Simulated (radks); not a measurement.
The lutetium ion Lu+ inside a hard spherical wall (all orbitals vanish at R), configuration held at [Xe] 4f14 6s2 and not refilled when levels cross. All-electron calculation, scalar-relativistic Kohn-Sham, r2SCAN, spin-polarised, spherical densities, finite nucleus; meta-GGA in the generalised Kohn-Sham scheme; Fermi nuclear charge, rms radius 5.37 fm. Program: a radial shooting solver on a logarithmic mesh with Libxc functionals. Eigenvalues in eV for spin up, with the zero of energy where the potential of the charges vanishes at infinity; a dash marks a level that is unbound or too diffuse for the functional's potential to be trusted. A positive occupied level is held by the wall or, in an anion where self-interaction has pushed it up, behind a barrier. The pressure on the wall is -dE/dV.

R (bohr)	E (hartree)	kinetic (hartree)	e(5s)	e(5p)	e(4f)	e(6s)	e(5d, empty)	e(6p, empty)	pressure (GPa)
free	-14562.8034	15909.014	-71.748	-41.544	-18.671	-11.127	-9.015	-6.401	0
20	-14562.8034	15909.014	-71.748	-41.544	-18.671	-11.127	-9.015	-6.401	< 0.0001
15	-14562.8034	15909.014	-71.748	-41.544	-18.671	-11.127	-9.015	-6.401	< 0.0001
8	-14562.8010	15909.041	-71.632	-41.431	-18.556	-11.032	-8.917	-6.145	0.126
7	-14562.7935	15909.103	-71.396	-41.200	-18.321	-10.810	-8.713	-5.657	0.646
4	-14562.3003	15911.355	-66.961	-36.995	-13.761	-2.198	-3.744	8.377	99.3
3	-14560.5887	15918.248	-59.922	-30.024	-5.655	20.857	6.655	39.562	959
2.5	-14557.3888	15930.569	-50.608	-19.744	5.526	56.126	21.763	82.608	3940
2	-14547.3525	15966.138	-27.436	7.702	30.990	145.11	59.782	184.08	20700
1.5	-14508.0515	16091.956	51.259	101.35	96.635	409.77	178.02	470.17	161000
